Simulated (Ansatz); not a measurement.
Reaction (substitution at a C–Al bond): `[CH3][Al]([F])[CH2][SiH3]` + `[F][Al]([SiH3])[SH]` → `C[S][Al]([F])[SiH3]` + `[F][AlH][CH2][SiH3]`

Isolated molecules relaxed with PBE0-D4/def2-TZVP in Ansatz; ΔE leaves out vibrations. CCSD(T)/CBS adds triple-zeta CCSD(T) − MP2 to the extrapolated MP2 energy (def2 sets, frozen cores). Functionals use def2-TZVPP. B3LYP here is the variant with VWN-RPA as its local correlation; programs differ in this. One conformer a species, not always the lowest.

```csv
level,ΔE (eV)
r2SCAN-D4,0.75
ωB97X-V,0.70
B3LYP,0.74
CCSD/def2-TZVPP,0.74
```

Task: What does CCSD(T)/CBS give? (Estimate.)

Result: The calculation gave: +0.71 eV. The listed levels differ from it by 0.04, -0.01, 0.03, 0.03 eV.

Largest T1 diagnostic among the species: 0.013.

In def2-TZVPP, CCSD(T) changes the Hartree–Fock value by +0.03 eV (the triples alone add −0.01 eV) and MP2 by +0.04 eV. The D4 term adds −0.04 eV with B3LYP and −0.02 eV with PBE0; it sums over pairs of atoms, weighted by their polarisabilities, and B3LYP, whose exchange is more repulsive, gets the larger term.
